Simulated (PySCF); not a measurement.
A survey of 19F NMR shifts

- GFN2-xTB structure
- NMR shieldings at PBE0/pcSseg-1/GIAO
- run in PySCF
- no solvent, rapidly exchanging positions averaged, one conformer, no relativistic terms

Shieldings were converted by a linear fit to measured shifts: 19F (scatter 6.0 ppm rms, 7.0 ppm with the 5 outliers that the fit left out vs CFCl3, solution or neat liquid, with a term for F on sp3 carbon). Occasional misses reach two or three times the rms, and more in compound classes unlike the fitted ones.

Question: Give the 19F shifts of `[H]/P=C(/F)C(F)(F)F`, `CC#CC[C@@H](F)C(F)=C(F)F`, `CC#C[C@](C)(F)C(F)=C(F)F`, `F[C@@H]1C=C(C(F)(F)F)[C@@H]2C[C@H]12`.

Answer: 
```
                                                                       compound                           environment  δ (ppm)
                                [H]/[P:3]=[C:2](/[F:1])[C:4]([F:5])([F:6])[F:7]              F1: fluorine bonded to C    -56.1
                                [H]/[P:3]=[C:2](/[F:1])[C:4]([F:5])([F:6])[F:7]  F5/6/7: fluorine of a CF3 group (×3)    -67.6
       [CH3:1][C:2]#[C:3][CH2:4][C@@H:5]([F:6])[C:7]([F:8])=[C:9]([F:10])[F:11]                 F11: vinylic fluorine    -97.3
       [CH3:1][C:2]#[C:3][CH2:4][C@@H:5]([F:6])[C:7]([F:8])=[C:9]([F:10])[F:11]                 F10: vinylic fluorine   -115.8
       [CH3:1][C:2]#[C:3][CH2:4][C@@H:5]([F:6])[C:7]([F:8])=[C:9]([F:10])[F:11]                  F8: vinylic fluorine   -169.9
       [CH3:1][C:2]#[C:3][CH2:4][C@@H:5]([F:6])[C:7]([F:8])=[C:9]([F:10])[F:11]         F6: fluorine on an sp3 carbon   -175.6
       [CH3:1][C:2]#[C:3][C@:4]([CH3:5])([F:6])[C:7]([F:8])=[C:9]([F:10])[F:11]                 F10: vinylic fluorine    -99.8
       [CH3:1][C:2]#[C:3][C@:4]([CH3:5])([F:6])[C:7]([F:8])=[C:9]([F:10])[F:11]                 F11: vinylic fluorine   -113.5
       [CH3:1][C:2]#[C:3][C@:4]([CH3:5])([F:6])[C:7]([F:8])=[C:9]([F:10])[F:11]         F6: fluorine on an sp3 carbon   -159.7
       [CH3:1][C:2]#[C:3][C@:4]([CH3:5])([F:6])[C:7]([F:8])=[C:9]([F:10])[F:11]                  F8: vinylic fluorine   -186.6
[F:1][C@@H:2]1[CH:3]=[C:4]([C:5]([F:6])([F:7])[F:8])[C@@H:9]2[CH2:10][C@H:11]12  F6/7/8: fluorine of a CF3 group (×3)    -68.3
[F:1][C@@H:2]1[CH:3]=[C:4]([C:5]([F:6])([F:7])[F:8])[C@@H:9]2[CH2:10][C@H:11]12         F1: fluorine on an sp3 carbon   -187.5
```

Question: Order these by 19F shift, lowest first.
A. O=C(O)c1cccc(CF)c1
B. O=C(O)Cc1ccccc1F
C. COc1ccc(C(=O)F)cc1

Answer: A (-234.0 ppm, fluorine on an sp3 carbon), B (-116.0 ppm, aryl fluorine), C (5.9 ppm, fluorine bonded to C).
